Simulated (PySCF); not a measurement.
Molfile (atoms numbered from 1):
```
C5H14P2S
     RDKit          3D

 22 21  0  0  0  0  0  0  0  0999 V2000
    3.1820    0.5875   -0.3336 C   0  0  0  0  0  0  0  0  0  0  0  0
    2.0225   -0.3461   -0.0258 C   0  0  0  0  0  0  0  0  0  0  0  0
    0.6913    0.3872    0.0758 C   0  0  0  0  0  0  0  0  0  0  0  0
   -0.6863   -0.6867    0.6384 P   0  0  1  0  0  5  0  0  0  0  0  0
   -1.0961   -1.9420   -1.1635 P   0  0  0  0  0  0  0  0  0  0  0  0
   -0.3430   -1.6196    2.3174 S   0  0  0  0  0  0  0  0  0  0  0  0
   -2.1630    0.4035    0.7109 C   0  0  0  0  0  0  0  0  0  0  0  0
   -2.5026    1.1959   -0.5410 C   0  0  0  0  0  0  0  0  0  0  0  0
    3.2875    1.3592    0.4456 H   0  0  0  0  0  0  0  0  0  0  0  0
    3.0400    1.1063   -1.2953 H   0  0  0  0  0  0  0  0  0  0  0  0
    4.1323    0.0362   -0.3877 H   0  0  0  0  0  0  0  0  0  0  0  0
    2.1965   -0.8798    0.9229 H   0  0  0  0  0  0  0  0  0  0  0  0
    1.9562   -1.1243   -0.8059 H   0  0  0  0  0  0  0  0  0  0  0  0
    0.4102    0.8493   -0.8854 H   0  0  0  0  0  0  0  0  0  0  0  0
    0.7546    1.1917    0.8296 H   0  0  0  0  0  0  0  0  0  0  0  0
   -2.1015   -2.6724   -0.4604 H   0  0  0  0  0  0  0  0  0  0  0  0
   -0.0722   -2.8677   -0.8041 H   0  0  0  0  0  0  0  0  0  0  0  0
   -1.9754    1.0562    1.5800 H   0  0  0  0  0  0  0  0  0  0  0  0
   -2.9854   -0.2661    1.0111 H   0  0  0  0  0  0  0  0  0  0  0  0
   -1.6919    1.8815   -0.8282 H   0  0  0  0  0  0  0  0  0  0  0  0
   -3.4039    1.8046   -0.3733 H   0  0  0  0  0  0  0  0  0  0  0  0
   -2.7037    0.5374   -1.4000 H   0  0  0  0  0  0  0  0  0  0  0  0
  1  2  1  0
  2  3  1  0
  3  4  1  0
  4  5  1  6
  4  6  2  0
  4  7  1  0
  7  8  1  0
  1  9  1  0
  1 10  1  0
  1 11  1  0
  2 12  1  0
  2 13  1  0
  3 14  1  0
  3 15  1  0
  5 16  1  0
  5 17  1  0
  7 18  1  0
  7 19  1  0
  8 20  1  0
  8 21  1  0
  8 22  1  0
M  END
```

Geometry: PBE0-D3(BJ)/def2-SVP; GIAO absolute shieldings from PySCF 2.14, gas phase, non-relativistic, averaged over equivalent atoms.

At PBE0/pcSseg-1 (227 basis functions, 69 s wall time on 1 thread of an Intel Xeon Platinum 8259CL, shared host):
| atoms | σ (ppm) |
| --- | --- |
| C3 | 146.5 |
| C7 | 147.0 |
| C2 | 166.2 |
| C1 | 167.3 |
| C8 | 173.3 |
| P4 | 284.4 |
| P5 | 437.3 |
| S6 | 632.1 |
| H16/H17 | 28.18 |
| H12 | 29.13 |
| H18 | 29.48 |
| H19 | 29.50 |
| H14 | 29.58 |
| H20/H21/H22 | 30.19 |
| H9/H10/H11 | 30.20 |
| H15 | 30.37 |
| H13 | 30.46 |

Q: What do these become at B97-2/pcSseg-1?

A: 
```tsv
atoms	σ at B97-2/pcSseg-1	change
C3	146.4	-0.1
C7	146.7	-0.3
C2	164.9	-1.3
C1	166.2	-1.1
C8	172.0	-1.3
P4	286.9	+2.5
P5	436.3	-1.0
S6	633.7	+1.6
H16/H17	28.32	+0.14
H12	29.22	+0.09
H18	29.58	+0.10
H19	29.60	+0.10
H14	29.68	+0.10
H20/H21/H22	30.28	+0.09
H9/H10/H11	30.30	+0.10
H15	30.45	+0.08
H13	30.54	+0.08
```

The largest change is at P4 (phosphorus bonded to 2 C, P, S). Cost: 227 basis functions, 63 s wall time on 1 thread of an Intel Xeon Platinum 8259CL, shared host. The order of the carbon signals is the same at both levels.
